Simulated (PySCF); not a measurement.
C2H4Se: core ionisation energies

Ethaneselenal, C2H4Se.
Atom-mapped SMILES: `[CH3:1][CH:2]=[Se:3]`

The calculation used delta-SCF UKS SCAN, pcX-2 on the ionised atom, pcseg-1 elsewhere, spin-free X2C (PySCF). Binding energies are ΔSCF values: E(core-ionised, relaxed orbitals) − E(ground state) at a fixed geometry, referred to the vacuum level.

Task: List the computed XPS lines with their assignment.

Result: 
```json
{"atom(s)": "C1", "environment": "methyl carbon", "level": "C 1s", "binding energy (eV)": "291.34", "count": "1"}
```

Task: Which photon energy gives electrons from C 1s of C1 a kinetic energy of 100 eV, and what is their de Broglie wavelength?

Result: hν = 291.34 + 100 = 391.34 eV, recoil neglected; λ = 12.264 Å/√(E/eV) = 1.23 Å.

Task: Which photon wavelength matches the C 1s of C1 threshold?

Result: λ = hc/E = 12398.42 eV Å / 291.34 eV = 42.557 Å.

The list is incomplete; no value stands for C 1s of C2 (hole states with ⟨S²⟩ of 1 or more are left out). No level of selenium is listed. Geometry: PBE0-D3(BJ)/def2-SVP; no solvent, vibrations or thermal averaging.
